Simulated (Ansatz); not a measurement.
Abridged output of a molecular run in Ansatz:

```
Functional definition: HF
1619 factors; integrals over basis functions are off by at most 9.5e-4 eV
mean field evaluation 1: about -20546.8130 eV, gradient 4.6e1 eV
mean field evaluation 2: about -20547.0911 eV, gradient 4.6e1 eV
mean field evaluation 4: about -20551.3162 eV, gradient 4.6e0 eV
mean field evaluation 8: about -20551.3906 eV, gradient 4.8e-1 eV
mean field -20551.39127084 eV, -755.2496989700 hartree, gradient 2.6e-6 eV, S^2 0.000000; 0 other end points of the search recorded, 0 dependent functions left out
12 core orbitals not correlated: weight in the atoms' cores, before any rotation towards them, 1.000 or more for the frozen orbitals, at most 0.000 for the correlated occupied ones
reference -20551.39127084 eV, -755.2496989700 hartree; 20, 20 occupied and 209, 209 virtual orbitals, 1619 factors
second order -33.31929986 eV of doubles, -0.00000000 eV of singles
cycle   1  -32.11991764 eV  change     1.2e0 eV  update   1.2e-1
cycle   2  -32.88466219 eV  change   -7.6e-1 eV  update   3.4e-2
cycle   3  -33.03366889 eV  change   -1.5e-1 eV  update   1.7e-2
cycle   4  -33.00737784 eV  change    2.6e-2 eV  update   4.2e-3
cycle   5  -33.00581437 eV  change    1.6e-3 eV  update   2.0e-3
cycle   6  -33.00799480 eV  change   -2.2e-3 eV  update   6.6e-4
cycle   7  -33.00763478 eV  change    3.6e-4 eV  update   2.8e-4
cycle   8  -33.00742444 eV  change    2.1e-4 eV  update   7.9e-5
cycle   9  -33.00746244 eV  change   -3.8e-5 eV  update   3.3e-5
cycle  10  -33.00747882 eV  change   -1.6e-5 eV  update   1.1e-5
perturbative correction -1.14978455 eV, -0.0422538030 hartree
Total energy: -20585.54853421 eV, -756.5049552462 hartree
```

Its atoms:

Cartesian coordinates in Å:
```
N 1.6188 -0.1445 0.3760
Si 0.1254 0.3048 -0.2516
I 0.5287 1.5482 -2.2873
C -1.4792 -0.4404 0.0534
O -1.0402 0.8093 0.7806
H 1.7275 -0.5305 1.2986
H 2.4813 -0.0104 -0.1205
H -1.6222 -1.2742 0.7382
H -2.3400 -0.2623 -0.5873
```

**Question.** Which basis set was used?
A. def2-QZVPP
B. def2-TZVPPD
C. cc-pV(Q+d)Z
D. def2-TZVPP

**Answer.** D. It gives 241 functions.

**Question.** Write the keys of the input that set method, charge and spin (a neutral closed shell needs none for the last two).

**Answer.** 
```yaml
correlation: {method: ccsd_t}
```
